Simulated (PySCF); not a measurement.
**Working with the constants of CdCl**

PBE0 constants of CdCl, ²Σ⁺ (doublet), unpaired electrons σ ↑ (basis Cd cc-pVDZ-PP with ECP28, Cl cc-pV(D+d)Z; scalar-relativistic core potentials; PySCF 2.14; masses 113.9034 and 34.9689 u):

| Property | Result |
| --- | --- |
| ωe | 315.0 cm⁻¹ |
| ωexe | 1.39 cm⁻¹ |
| Be | 0.11327 cm⁻¹ |
| αe | 0.000631 cm⁻¹ |
| D (centrifugal) | 5.86e-08 cm⁻¹ |
| De to Cd + Cl | 1.93 eV |

Question: Give the vibrational terms G(v) and spacings up to v = 6.

Answer: G(v) = ωe(v+½) − ωexe(v+½)².

| v | G(v) (cm⁻¹) | G(v) − G(v−1) | Bv (cm⁻¹) |
| --- | --- | --- | --- |
| 0 | 157.2 |  | 0.1130 |
| 1 | 469.4 | 312.2 | 0.1123 |
| 2 | 778.8 | 309.4 | 0.1117 |
| 3 | 1085.5 | 306.7 | 0.1111 |
| 4 | 1389.4 | 303.9 | 0.1104 |
| 5 | 1690.5 | 301.1 | 0.1098 |
| 6 | 1988.8 | 298.3 | 0.1092 |

Question: How well does the Morse estimate ωe²/(4ωexe) reproduce De, and what is D0?

Answer: It gives 2.21 eV, 115 % of the computed De. D0 = De − G(0) = 1.93 − 0.02 = 1.91 eV.

Spin–orbit coupling is left out. The state is the lowest determinant that a PBE0 search found; another state may lie lower at other levels.
